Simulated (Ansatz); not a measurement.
Energy needed to pull apart C₂H₃BN (SMILES C[B]C#N), doublet, into free ground-state atoms, from the structure below (displaced at random from its PBE0-D4/def2-TZVP minimum); no zero-point or spin–orbit terms; open-shell atoms are treated unrestricted, in their ground-state multiplicity.

```
7
angstrom
C -0.4930 0.8051 -0.4451
B -0.0392 -0.6764 -0.2076
C 1.0484 -1.4621 0.7342
N 1.8202 -1.9125 1.3582
H -1.0137 1.0657 -1.3164
H -1.2081 1.0311 0.4834
H 0.1877 1.3715 -0.3654
```

Ansatz 0.2.0; basis: def2-TZVPP; cores frozen in the correlated methods; orbitals are unrestricted.

```csv
method,atomization energy (kcal/mol)
PBE-D4,?
r2SCAN-D4,659.1
PBE0-D4,662.1
wB97M-V,?
HF,465.6
MP2,647.8
CCSD,616.3
CCSD(T),628.3
```

Question: What does PBE-D4 give? (To be estimated.)

Answer: Computed: 679.7 kcal/mol, which is about 51.5 kcal/mol more than CCSD(T)/def2-TZVPP.

Question: What does wB97M-V give? (An estimate is asked for; the value comes from the calculation.)

Answer: By the calculation: 656.1 kcal/mol, which is about 27.8 kcal/mol more than CCSD(T)/def2-TZVPP.

In triple zeta the MP2 and coupled-cluster atomization energies are still short of their basis limit by a few kcal/mol a bond, whereas those of the functionals are nearly converged, so these differences are not deviations from converged CCSD(T).

The T1 diagnostic stays at or below 0.015. ⟨S²⟩ of the unrestricted Hartree–Fock references: 0.76 (a pure state has 0.75).

For scale, one of the runs: CCSD(T)/def2-TZVPP forces, 166 basis functions (an equivalent command: `ansatz run in.yaml --threads 4`). The run took 2.4 min on 4 CPU threads (shared host), with 6.4 GiB of host memory at its peak.
